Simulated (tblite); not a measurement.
IRb (SMILES [Rb][I]), singlet, geometry from GFN2-xTB (such geometries of metal compounds can be far from the true shape); GFN1-xTB (tblite).

Input for tblite:
```
$ tblite run mol.xyz --method gfn1 --charge 0 --spin 0 --grad --json tblite.json --no-restart

# file mol.xyz
2

Rb    -0.00000000    -0.00000000    -1.91534858
I      0.00000000     0.00000000     1.33713014
```

The log (banner, timings and long lists left out):

```
xTB calculator
 | screened Coulomb repulsion
 | Coulomb electrostatics
 |  * isotropic Klopman-Ohno-Mataga-Nishimoto electrostatics
 |  * onsite third-order electrostatics
 | DFT-D3(BJ) dispersion correction

halogen bonding energy    0.0000000000000E+00 Eh
repulsion energy          5.4323614501971E-03 Eh
dispersion energy        -2.8155673428906E-04 Eh
number of electrons       8.0000000000000E+00 e
integral cutoff           4.0000000000000E+01 bohr

------------------------------------------------------------
  cycle        total energy    energy error   density error
------------------------------------------------------------
      1     -4.207438808709  -4.2125896E+00   5.7781117E-01
      2     -4.287199884230  -7.9761076E-02   3.4407794E-01
      3     -4.287163197104   3.6687126E-05   1.8514297E-01
      4     -4.280230515339   6.9326818E-03   1.0389793E-01
      5     -4.285223389759  -4.9928744E-03   6.6003153E-02
      6     -4.288067077464  -2.8436877E-03   9.8059504E-03
      7     -4.288113470350  -4.6392887E-05   1.2278350E-03
      8     -4.288114257409  -7.8705826E-07   5.5029052E-04
      9     -4.288114469565  -2.1215638E-07   4.4133102E-05
     10     -4.288114470907  -1.3421513E-09   3.5786946E-06
------------------------------------------------------------

electronic energy        -4.2932652756230E+00 Eh
total energy             -4.2881144709070E+00 Eh

Post processing:
 | Mayer-Wiberg bond orders

[Info] Tight-binding results written to 'tblite.txt'
[Info] JSON dump of results written to 'tblite.json'
```
